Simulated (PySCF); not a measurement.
# Radial density of W⁺ (tungsten, charge +1)

BHandHLYP, [Xe] 4f14 5d3 6s2, high-spin 4F determinant (an excited configuration). Calculation: PySCF 2.14, in x2c-TZVPPall with one added diffuse shell each of s, p, d, f type (12s8p8d4f1g, 113 functions); the spin-free X2C one-electron Hamiltonian (Gaussian nucleus).

| r (bohr) | 4πr²ρ (e/bohr) | 4πr²(ρα − ρβ) |
| --- | --- | --- |
| 0.0139 | 102.0 | -0.0007 |
| 0.0234 | 88.88 | -0.0010 |
| 0.0393 | 115.9 | 0.0085 |
| 0.0661 | 130.9 | 0.0712 |
| 0.111 | 105.8 | 0.1616 |
| 0.187 | 114.2 | 0.0020 |
| 0.314 | 64.13 | 0.1929 |
| 0.529 | 62.80 | 0.0676 |
| 0.890 | 20.41 | 0.6101 |
| 1.50 | 7.691 | 1.9617 |
| 2.52 | 1.855 | 0.7694 |
| 4.23 | 0.3659 | 0.0532 |
| 7.12 | 0.003337 | -0.0011 |
| 12.0 | 5.644e-05 | 0.0000 |

Densities and radii are taken from the X2C orbitals without a picture-change correction, which distorts them close to the nucleus.

Spin-orbit coupling, absent here, splits the open shell strongly.
